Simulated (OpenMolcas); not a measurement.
An OpenMolcas run meant for Dy³⁺ (ANO-R3, X2C; inactive shells 1s 2s 2p 3s 3p 3d 4s 4p 4d 5s 5p; intended active space 9 electrons in 7 orbitals (4f)). One step of its input:

```
&RASSCF
FileOrb=start.orb
Symmetry=2
Spin=6
nElAct=9 0 0
Inactive=15 12
Ras2=0 7
CIRoot=21 21 1
SDav=21
CIMx=300
Iter=50 100
PrWF=0.3
OrbListing=Nothing
MaxOrb=0
Atom
>>> COPY $Project.JobIph JOB001
```

Lines from the output:

```
--- SEWARD ---
Basis set label: DY.ANO-R...9S8P5D5F3G2H.

      Electronic valence basis set:
      ------------------
      Associated Effective Charge  66.000000 au
      Associated Actual Charge     66.000000 au
      Nuclear Model: Finite nucleus - Gaussian distribution
        Gaussian exponent, Xi/bohr**(-2):  1.58618E+08

      Shell  nPrim  nBasis  Cartesian Spherical Contaminant
         s      25       9        X
         p      19       8        X
         d      12       5                 X
         f      10       5                 X
         g       5       3                 X
         h       4       2                 X
                  Relativistic X2C integrals
                  Atomic mean-field integrals
--- RASSCF ---

 Nr of active orbitals     NAC=   7
 Spin degeneracy         ISPIN=   6
 There can be no such wave function.
 ************************************************
--- Stop Module: rasscf at  /rc=_RC_INPUT_ERROR_ ---
.####################.
.# User input error #.
.####################.
```

What is wrong with the input?

A keyword is misspelt. OpenMolcas reads the first four letters of a keyword, so the setting is refused or falls back to its default.
